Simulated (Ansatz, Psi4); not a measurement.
Here is a job for Ansatz (a program for electronic structure).
Ansatz 0.2 input:
```yaml
crystal:
  periodic: [false, false, false]
  atoms:
    - {symbol: O, position_ang: [-0.84317475, -0.87603590, -0.91455838]}
    - {symbol: Si, position_ang: [-0.16941596, -0.08038194, 0.34291190]}
    - {symbol: O, position_ang: [-0.28508537, 1.51773913, -0.03316397]}
    - {symbol: O, position_ang: [1.37066024, -0.57947772, 0.49097699]}
    - {symbol: H, position_ang: [-1.58178239, -0.47345656, -1.36288875]}
    - {symbol: H, position_ang: [0.23413609, 2.15205276, 0.45211068]}
    - {symbol: H, position_ang: [1.78026866, -1.05105329, -0.23602572]}
basis:
  gaussian:
    orbitals: aug-cc-pVDZ
magnetization: {spin_polarized: true, initial_magnetization: 1}
correlation: {method: mp2, electrons: outside_noble_gas}
accuracy: high
```

### Question
Give the equivalent Psi4 input.

### Answer
One answer among several that fit: 
```
memory 2 GB

molecule {
0 2
  O    -0.84317475   -0.87603590   -0.91455838
  Si   -0.16941596   -0.08038194    0.34291190
  O    -0.28508537    1.51773913   -0.03316397
  O     1.37066024   -0.57947772    0.49097699
  H    -1.58178239   -0.47345656   -1.36288875
  H     0.23413609    2.15205276    0.45211068
  H     1.78026866   -1.05105329   -0.23602572
}

set basis aug-cc-pvdz
set reference uhf
set freeze_core true
set mp2_type conv
set scf_type pk
set puream true
set d_convergence 1e-8

energy('mp2')
print_variables()
```

Both were run: Ansatz gave -516.087667 Eh and Psi4 -516.087667 Eh, 0.000 mEh apart.
